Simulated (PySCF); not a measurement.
C₃H₉Ge, SMILES C[CH][CH2][GeH3], multiplicity 2.

Coordinates come from a ωB97X-D3(BJ)/def2-SVP optimisation. The isomer is the one that the SMILES or the coordinates give; other isomers of the formula were not compared. One conformer was computed; it need not be the lowest.

Method: TDA-PBE/def2-SVPD in PySCF 2.14.0.

Vertical excitations. 

Computed UV-visible absorptions:
```csv
state,energy (eV),λ (nm),f,main pairs
root 1,3.66,339,0.003,α HOMO→LUMO 100 %
root 2,4.12,301,0.040,α HOMO→LUMO+1 98 %
root 3,4.49,276,0.008,α HOMO→LUMO+2 99 %
root 4,4.74,262,0.014,α HOMO→LUMO+3 98 %
root 5,4.86,255,0.004,α HOMO→LUMO+4 99 %
root 6,4.89,254,0.009,α HOMO→LUMO+5 99 %
root 7,5.29,234,0.022,α HOMO→LUMO+6 97 %
root 8,5.62,221,0.002,"β HOMO−1→LUMO 55 %, β HOMO→LUMO 41 %"
root 9,5.67,219,0.004,β HOMO−2→LUMO 89 %
root 10,5.77,215,0.075,"α HOMO→LUMO+7 28 %, β HOMO→LUMO 29 %, β HOMO−1→LUMO 29 %, β HOMO−2→LUMO 6 %"
```
Unrestricted roots are not spin-pure.
